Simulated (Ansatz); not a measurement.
Reactions of `[NH2][AlH][O][SiH2][SiH3]`.

Gas-phase electronic energies from Ansatz, PBE0-D4/def2-TZVP geometries. CBS: MP2 limit from def2 TZ/QZ plus the TZ coupled-cluster correction, frozen cores. This one scheme is used for every species, atoms too. DFT in def2-TZVPP. No spin–orbit coupling; open shells (•) take unrestricted orbitals. Spin–orbit coupling would lower the free atoms: a little for Al, O, Si. def2 core potentials past Kr. Bonds to Ga, Ge, Te are less sure, by a few kJ/mol each and by 10 to 20 or more in all where they break to atoms, as the def2 sets lack core-valence functions. Scalar relativity is left out up to krypton. One conformer a species, not always the lowest.

```json
{"reaction": "`[NH2][AlH][O][SiH2][SiH3]` + H₂Te → `[SiH3][SiH2][TeH]` + `[NH2][AlH][OH]`", "CCSD(T)/CBS(def2) (kcal/mol)": "?"}
{"reaction": "`[NH2][AlH][O][SiH2][SiH3]` + `CNC` → `C[N](C)[AlH][NH2]` + `O[SiH2][SiH3]`", "CCSD(T)/CBS(def2) (kcal/mol)": "19.4"}
{"reaction": "`[NH2][AlH][O][SiH2][SiH3]` + `[SiH3][SiH2]Cl` → `[NH2][AlH][SiH2][SiH2]Cl` + `O[SiH2][SiH3]`", "CCSD(T)/CBS(def2) (kcal/mol)": "34.0"}
{"reaction": "`[NH2][AlH][O][SiH2][SiH3]` + `F[SiH2]N([SiH3])[SiH3]` → `[NH2][AlH][N]([SiH3])[SiH3]` + `F[SiH2]O[SiH2][SiH3]`", "CCSD(T)/CBS(def2) (kcal/mol)": "?"}
{"reaction": "`[NH2][AlH][O][SiH2][SiH3]` → Al• + 8 H• + N• + O• + 2 Si•", "CCSD(T)/CBS(def2) (kcal/mol)": "1022.2"}
{"reaction": "`[NH2][AlH][O][SiH2][SiH3]` + CH₃OH → `C[O][AlH][NH2]` + `O[SiH2][SiH3]`", "CCSD(T)/CBS(def2) (kcal/mol)": "7.9"}
{"reaction": "`[NH2][AlH][O][SiH2][SiH3]` → `O[SiH2]N[SiH2][AlH2]`", "CCSD(T)/CBS(def2) (kcal/mol)": "34.7"}
{"reaction": "`[NH2][AlH][O][SiH2][SiH3]` + CH₃SH → `CS[SiH2][SiH3]` + `[NH2][AlH][OH]`", "CCSD(T)/CBS(def2) (kcal/mol)": "11.1"}
{"reaction": "`[NH2][AlH][O][SiH2][SiH3]` + `[CH3][GeH2][F]` → `[NH2][AlH][GeH2][F]` + `CO[SiH2][SiH3]`", "CCSD(T)/CBS(def2) (kcal/mol)": "55.6"}
{"reaction": "`[NH2][AlH][O][SiH2][SiH3]` + `O=[C](O)[GaH2]` → `[NH2][AlH][GaH2]` + `O=C(O)O[SiH2][SiH3]`", "CCSD(T)/CBS(def2) (kcal/mol)": "?"}
```

(1) Fill in the missing values. (An estimate is asked.)

Largest T1 diagnostic: 0.018, for Al•.

## Answers

(1) Ansatz gave: `[NH2][AlH][O][SiH2][SiH3]` + H₂Te → `[SiH3][SiH2][TeH]` + `[NH2][AlH][OH]`: +9.1 kcal/mol; `[NH2][AlH][O][SiH2][SiH3]` + `F[SiH2]N([SiH3])[SiH3]` → `[NH2][AlH][N]([SiH3])[SiH3]` + `F[SiH2]O[SiH2][SiH3]`: +2.2 kcal/mol; `[NH2][AlH][O][SiH2][SiH3]` + `O=[C](O)[GaH2]` → `[NH2][AlH][GaH2]` + `O=C(O)O[SiH2][SiH3]`: +32.6 kcal/mol.
